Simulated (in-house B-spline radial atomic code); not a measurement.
Values are calculated unless marked as measured or tabulated.
## Ghost states of the separable form: Mn

Mn, [Ar] 3d5 4s2, non-relativistic LDA (VWN5), spherical and spin-unpolarised, from a B-spline radial code for spherical atoms (atomic units; all potentials screened as in the neutral atom).

Troullier-Martins channels: 4s (ε = -0.1911, r_c = 2.83 bohr), 3d (ε = -0.2665, r_c = 2.61 bohr). In the Kleinman-Bylander form one channel serves as the local potential, and each other channel l becomes |δV u><u δV|/<u|δV|u>, with δV = V_l − V_local and u the pseudo-orbital. Its strength is E_KB = <u|δV²|u>/<u|δV|u>. By the analysis of Gonze, Stumpf and Scheffler a spurious state lies below the reference level ε if E_KB > 0 and ε is above the second level of the local potential alone, or if E_KB < 0 and ε is above its first. The table's levels are those of angular momentum l in a sphere of 9 bohr, whose wall can lift a shallow ε a little above its free-atom value.

| local | channel | <u δV u> | <u δV² u> | ε | first local level | second local level |
| --- | --- | --- | --- | --- | --- | --- |
| s | d | -3.7579 | 23.179 | -0.2665 | 0.0910 | 0.3322 |
| d | s | 0.17131 | 1.2374 | -0.1906 | -5.3038 | -0.4945 |

Task: Apply the rule to each row.

Result: Local s, channel d: E_KB = -6.17, so ε = -0.2665 is set against 0.0910: no ghost. Local d, channel s: E_KB = +7.22, so ε = -0.1906 is set against -0.4945: a ghost.

Diagonalising the separable Hamiltonian gives:

```csv
local,channel,three lowest levels,"all-electron, two lowest valence levels"
s,d,"-0.2665, 0.1088, 0.3837","-0.2665, 0.1061"
d,s,"-1.6096, -0.1906, 0.0939","-0.1906, 0.0932"
```

Task: Which choices of local channel are safe?

Result: Free of ghosts: s. With d local the s channel has a ghost 1.42 hartree below ε, since the local potential binds more than one state below ε, and a repulsive term of rank one raises each level at most to the next, so it clears only one of them. Among the safe choices the second level, which tests transfer, is off by at most 2.6 millihartree (s local).
